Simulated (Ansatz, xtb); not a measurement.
# CH5GeO: 6 structures ranked

6 gas-phase structures of CH5GeO, found in a search over its isomers (lower ones may exist). Each was relaxed with GFN2-xTB; where two conformers were screened, the lower at r2SCAN-D4/def2-SVP is listed:

A. `[CH2][GeH2][OH]`, a doublet
B. `O[CH2][GeH2]`, a doublet
C. `[CH3][GeH2][O]`, a doublet
D. `C[O][GeH2]`, a doublet
E. `[CH3][GeH][OH]`, a doublet
F. `[CH2][O][GeH3]`, a doublet

Problem. Make a reasoned guess at their ranking by r2SCAN-D4/def2-SVP single-point energy.

Solution. Calculated order at r2SCAN-D4/def2-SVP: E (0.0), A (18.0), D (21.1), F (28.6), B (31.4), C (38.5) kcal/mol.

Energies above the lowest of each column, in kcal/mol; the last columns are at B3LYP/6-31G* geometries and were run for some of them only (a dash: not run or not comparable):

```json
{"structure": "E", "GFN2-xTB": "0.0", "HF/STO-3G": "15.8", "r2SCAN-D4/def2-SVP": "0.0", "B3LYP/6-31G*": "0.0", "CCSD(T)/def2-SVP + ΔMP2/def2-TZVPP": "0.0"}
{"structure": "A", "GFN2-xTB": "34.7", "HF/STO-3G": "10.0", "r2SCAN-D4/def2-SVP": "18.0", "B3LYP/6-31G*": "23.8", "CCSD(T)/def2-SVP + ΔMP2/def2-TZVPP": "20.1"}
{"structure": "D", "GFN2-xTB": "11.9", "HF/STO-3G": "26.5", "r2SCAN-D4/def2-SVP": "21.1", "B3LYP/6-31G*": "–", "CCSD(T)/def2-SVP + ΔMP2/def2-TZVPP": "–"}
{"structure": "F", "GFN2-xTB": "35.2", "HF/STO-3G": "9.7", "r2SCAN-D4/def2-SVP": "28.6", "B3LYP/6-31G*": "–", "CCSD(T)/def2-SVP + ΔMP2/def2-TZVPP": "–"}
{"structure": "B", "GFN2-xTB": "32.3", "HF/STO-3G": "36.9", "r2SCAN-D4/def2-SVP": "31.4", "B3LYP/6-31G*": "–", "CCSD(T)/def2-SVP + ΔMP2/def2-TZVPP": "–"}
{"structure": "C", "GFN2-xTB": "39.6", "HF/STO-3G": "0.0", "r2SCAN-D4/def2-SVP": "38.5", "B3LYP/6-31G*": "–", "CCSD(T)/def2-SVP + ΔMP2/def2-TZVPP": "–"}
```

CCSD(T)/def2-SVP + ΔMP2/def2-TZVPP puts E lowest of those it was run on; HF/STO-3G picks C. Flexible structures stand in one conformer each, not always the lowest. Frequencies (B3LYP/6-31G*) were run for A, E alone. Open shells are spin-unrestricted. ΔMP2 is the change of the MP2 energy from the smaller to the larger basis.

Over these structures GFN2-xTB departs from r2SCAN-D4/def2-SVP by 6.0 kcal/mol on average once a common shift is removed. A GFN2-xTB relaxation took about 0.046 s and the r2SCAN-D4/def2-SVP energy about 3.6 s on a shared host (Ansatz 0.2.0, xtb 6.7.1 (Pople sets with spherical d functions)).
